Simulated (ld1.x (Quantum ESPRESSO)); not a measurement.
## Scattering properties, ultrasoft potential for lead

| Item | Value |
| --- | --- |
| Element | Pb |
| Generator | ld1.x (Quantum ESPRESSO) 7.5 |
| Type | ultrasoft |
| Functional | PBE |
| Relativity | fully relativistic |
| Frozen core | [Xe] 4f14 |
| Valence charge | 14 |
| Reference configuration | 5d10 6s2 6p1 (charge +1) |
| Partial waves | 6s (bound): rcut 2.00, rcutus 2.20 bohr; 6s channel at -0.55 Ry: rcut 2.00, rcutus 2.20 bohr; 6p (bound): rcut 1.85, rcutus 2.55 bohr; 6p channel at 3.1 Ry: rcut 1.85, rcutus 2.55 bohr; 5d (bound): rcut 1.05, rcutus 1.35 bohr; 5d channel at -1.2 Ry: rcut 1.05, rcutus 1.35 bohr |
| Local potential | all-electron potential smoothed inside 1.10 bohr (lloc = -1) |
| Core correction | a·sin(br)/r model core inside 0.95 bohr |
| Augmentation charge | PSQ, radius 0.75 bohr |

Open shells are filled in proportion to 2j + 1 (rel_dist='average').

The phase is arctan(r·u′/u) with u = r·R(r), unwrapped; energies in Ry, scanned from -4 to 5 Ry. A pole is an energy at which the radial function vanishes at the test radius. The pseudo phase is shifted by a multiple of π to meet the all-electron one at the reference energy, and phase errors are pseudo minus all-electron; the curves can meet again beyond the range given. Levels narrower than the energy grid can be missing from the lists of poles.

Q: For each channel, where are the poles, and over which energies does the pseudopotential scatter like the atom?

A:

```csv
channel,radius (bohr),reference energy (Ry),"poles, all-electron","poles, pseudo",unbroken range about the reference energy with phases within 0.05 rad,phase error 1 Ry above the reference energy (rad)
s,2.75,-1.41,-0.41,"-0.41, 3.14",below 2.2,-0.000
p1/2,2.75,-0.83,0.73,0.73,the whole range,-0.000
p3/2,2.75,-0.69,1.35,1.34,below 4.7,-0.001
d3/2,2.75,-2.23,"-2.14, 3.66","-2.14, 3.65",the whole range,+0.000
d5/2,2.75,-2.04,"-1.93, 3.83","-1.93, 3.83",the whole range,-0.000
```

Note: ghost states, extra bound levels that the all-electron valence spectrum of the same l lacks: p3/2 at -243.6 eV, p1/2 at -226.7 eV (s not tested). A true bound ghost makes a file unfit for plane-wave use. Its overlap operator is not positive definite in a basis up to 400 Ry (lowest eigenvalue s -0.04), so the file is unfit for use: the generalised eigenproblem breaks down once the basis is large enough, and its test numbers describe a broken file.

Phases in the d5/2 channel:

```tsv
E (Ry)	all-electron	pseudo
-4.00	1.367	1.367
-3.76	1.358	1.358
-3.52	1.346	1.346
-3.28	1.332	1.332
-3.04	1.314	1.314
-2.80	1.286	1.286
-2.56	1.236	1.236
-2.32	1.087	1.087
-2.08	-0.984	-0.985
-1.84	-1.651	-1.651
-1.60	-1.746	-1.746
-1.36	-1.794	-1.794
-1.12	-1.833	-1.833
-0.88	-1.871	-1.871
-0.64	-1.913	-1.913
-0.40	-1.965	-1.965
-0.16	-2.034	-2.034
0.08	-2.131	-2.131
0.32	-2.281	-2.281
0.56	-2.528	-2.528
0.80	-2.938	-2.939
1.04	-3.475	-3.475
1.28	-3.910	-3.911
1.52	-4.175	-4.176
1.76	-4.334	-4.334
2.00	-4.436	-4.436
2.24	-4.506	-4.507
2.48	-4.558	-4.558
2.72	-4.598	-4.598
2.96	-4.630	-4.630
3.20	-4.657	-4.657
3.44	-4.680	-4.680
3.68	-4.700	-4.701
3.92	-4.719	-4.719
4.16	-4.736	-4.737
4.40	-4.753	-4.754
4.64	-4.770	-4.770
4.88	-4.787	-4.787
```
